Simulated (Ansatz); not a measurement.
CBr, SMILES [C]Br (connectivity only; charge and spin as stated), neutral, multiplicity 2.

Geometry: B3LYP-D3(BJ)/def2-TZVPD.

Two levels are set side by side: PBE/def2-TZVPD (Ansatz, an electronic-structure program) and PBE0/def2-TZVPD (Ansatz). Energy differences of separate SCF runs at the same geometry; the states with an electron removed or added have multiplicity 1 and 3. Differences are taken from unrounded values.

```csv
quantity,PBE0,PBE,PBE minus PBE0
vertical ionisation energy (eV),9.20,8.89,-0.31
vertical electron affinity (eV),1.31,1.19,-0.12
```
